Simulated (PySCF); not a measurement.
# Electron correlation in Cd⁺ (cadmium, charge +1)

[Kr] 4d9 5s1 5p1, one real determinant (an excited configuration). Calculation: PySCF 2.14, in x2c-QZVPPall (13s8p7d4f2g, 118 functions); the spin-free X2C one-electron Hamiltonian (Gaussian nucleus). Frozen: [Ar] 3d10; 19 electrons correlated.

MP2 pair energies summed by pair of shells (mhartree):

```tsv
pair	energy	share (%)
4d-4d	-290.84	44.7
4p-4d	-179.32	27.5
4p-4p	-49.53	7.6
4s-4d	-35.34	5.4
4d-5s	-35.12	5.4
4s-4p	-25.20	3.9
4d-5p	-19.25	3.0
4p-5s	-6.00	0.9
4s-4s	-4.39	0.7
4p-5p	-3.29	0.5
5s-5p	-2.00	0.3
4s-5s	-0.69	0.1
4s-5p	-0.40	0.1
```

Total MP2 correlation energy: -651.34 mhartree.

Same-spin part -216.76 and opposite-spin part -434.58 mhartree; SCS-MP2 scales them by 1/3 and 6/5 to -593.75 mhartree.

The basis was made for the ground configuration and has no added diffuse functions, which can raise the energy of the promoted electron.

The reference is one real determinant that mixes LS terms of this configuration.

This basis was not built for core-valence correlation, so the inner-shell part is incomplete.
